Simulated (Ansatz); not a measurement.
`[NH2][AlH][SeH]` + `N[SiH3]` → `N[SiH2][AlH][SeH]` + NH₃  (formal exchange of groups at the Al–N bond)

Calculated with Ansatz (gas phase, PBE0-D4/def2-TZVP geometries, no zero-point term in ΔE). CBS: MP2 limit from def2 TZ/QZ plus the TZ coupled-cluster correction, frozen cores. This one scheme is used for every species. DFT in def2-TZVPP. B3LYP here is the variant with VWN-RPA as its local correlation; programs differ in this. For Se outer-core shells are correlated without core-valence functions, which leaves a few kJ/mol of doubt a bond. Scalar relativity is left out up to krypton. One conformer a species, not always the lowest.

```tsv
level	ΔE (kcal/mol)	difference from CCSD(T)/CBS
PBE-D4	17.8	-5.4
r2SCAN-D4	22.4	-0.8
PBE0-D4	19.3	-3.9
B3LYP-D4	22.8	-0.4
ωB97X-V	23.3	0.1
ωB97M-V	24.6	1.4
B2PLYP	24.8	1.6
PBE	18.5	-4.7
r2SCAN	22.7	-0.5
PBE0	20.1	-3.1
B3LYP	24.0	0.8
HF/def2-TZVPP	27.5	4.3
MP2/def2-TZVPP	25.5	2.3
SCS-MP2/def2-TZVPP	26.0	2.8
CCSD/def2-TZVPP	24.1	0.9
CCSD(T)/def2-TZVPP	23.3	0.1
HF/def2-QZVPP	27.8	4.6
MP2/def2-QZVPP	25.6	2.4
SCS-MP2/def2-QZVPP	26.0	2.8
HF/CBS(def2)	27.9	4.7
MP2/CBS(def2)	25.4	2.2
CCSD/CBS(def2)	23.9	0.7
CCSD(T)/CBS	23.2	0
```

Largest T1 diagnostic among the species: 0.011.

The D4 term adds −1.2 kcal/mol with B3LYP and −0.7 kcal/mol with PBE0; it sums over pairs of atoms, weighted by their polarisabilities, and B3LYP, whose exchange is more repulsive, gets the larger term. In def2-TZVPP, CCSD(T) changes the Hartree–Fock value by −4.2 kcal/mol (the triples alone add −0.7 kcal/mol) and MP2 by −2.0 kcal/mol.
